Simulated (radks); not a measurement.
Problem. A nucleus of charge 34.7 with 34 electrons, 34 electrons, occupied as [Ar] 3d10 4s2 4p4. Method: scalar-relativistic Kohn-Sham, PBE, spin-polarised, spherical densities, point nucleus; open shells are filled with parallel spins first; computed with a radial shooting solver on a logarithmic mesh with Libxc functionals. Some entries of the table are withheld. Estimate them.

orbital,occ.,eigenvalue (Ry),<r^2> (bohr^2),<r> (bohr)
1s up,1,-961.2794,0.002506,0.04314
1s down,1,-961.2705,0.002506,0.04314
2s up,1,-125.1095,0.04321,0.1914
2s down,1,-125.1049,0.04320,0.1914
2p up,3,-110.3236,0.03418,0.1671
2p down,3,-110.3153,0.03418,0.1671
3s up,1,-17.49474,0.3584,0.5581
3s down,1,-17.48328,0.3582,0.5580
3p up,3,-12.83904,0.3830,0.5716
3p down,3,-12.82611,0.3825,0.5713
3d up,5,(1),0.4516,0.6024
3d down,5,(2),0.4480,0.6005
4s up,1,-1.97656,3.219,1.679
4s down,1,-1.84843,3.228,1.679
4p up,3,-1.07333,4.792,2.032
4p down,1,-0.94719,5.000,2.068

Solution. 
(1) 3d up eigenvalue (Ry): -5.14596
(2) 3d down eigenvalue (Ry): -5.12890
